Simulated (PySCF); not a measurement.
C3H7B.

```xyz
11

B      0.8478     0.2466     1.7487
C      0.0744    -0.5062     0.6291
C     -0.5075     0.2954    -0.4874
C     -0.3452     0.0394    -1.7865
H     -0.7523    -0.8905     1.2822
H      0.5853    -1.4153     0.2736
H     -1.0895     1.1775    -0.1909
H      0.2324    -0.8244    -2.1323
H     -0.7796     0.6860    -2.5531
H      1.5878    -0.3607     2.4889
H      0.6471     1.4225     1.9575
```

Coordinates come from a PBE0-D3(BJ)/def2-SVP optimisation. The structure was generated by enumeration, and PubChem lists no compound with its InChIKey, so it may never have been made. The values are those of a single conformer.

Method: PBE0/pcSseg-1 (PySCF). Non-relativistic, no solvent.

Computed absolute GIAO shielding of each atom: isotropic value and principal components (ppm):
```
atom  σ(iso)    σ11    σ22    σ33   span
----  ------  -----  -----  -----  -----
B1      15.7  -56.3  -21.9  125.1  181.4
C2     136.7  106.0  143.2  160.8   54.8
C3      38.5  -81.6   47.2  149.7  231.3
C4      64.3  -47.4   86.2  154.0  201.5
H5      29.6   24.7   29.4   34.8   10.2
H6      27.9   24.8   28.3   30.6    5.8
H7      24.8   23.2   24.1   27.2    4.0
H8      26.0   23.3   25.4   29.3    6.0
H9      26.1   23.5   25.2   29.7    6.2
H10     23.7   17.6   26.4   27.1    9.5
H11     23.8   17.1   27.0   27.2   10.2
```
